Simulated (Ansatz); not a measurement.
A made-up structure of CH$_{2}$BSe, doublet:

```tsv
atom	x (Å)	y (Å)	z (Å)
B1	-1.2913	-0.8161	-0.2222
C2	0.0537	-0.1868	0.0508
Se3	1.9016	0.3537	0.4871
H4	-2.4733	-1.3331	-0.4690
H5	1.8093	1.9823	0.1532
```

It is relaxed with PBE-D4/def2-SVP and then PBE0-D4/def2-TZVP (Ansatz 0.2.0). Atoms count as bonded within 1.22 times the sum of their covalent radii (H–H: 0.88 Å). The end point is not checked to be a true minimum.

**Question.** Does its bonding change? (Judge from chemistry; the calculation decides.)

**Answer.** By the calculation: No: no bond forms or breaks.

Where it ends: The first stage lowers the energy by 1.19 eV in 6 steps. It ends as CH₂BSe ([BH][C][SeH]):
B1  (-1.153, -0.729, -0.199)
C2  (0.047, -0.165, 0.045)
Se3  (1.697, 0.316, 0.435)
H4  (-2.208, -1.192, -0.418)
H5  (1.617, 1.770, 0.137)
(Å)

Labels in which every atom is bracketed show which atoms are joined, not bond orders.

For scale, one of the runs: PBE0-D4/def2-TZVP relaxation, 122 basis functions, launched by `ansatz run in.yaml --threads 2 --pin off --events-out ev --progress --plain --max-ram 4352MiB`. Hardware: 2 CPU threads of an Arm Neoverse V1, shared host. Wall time about 31 s.
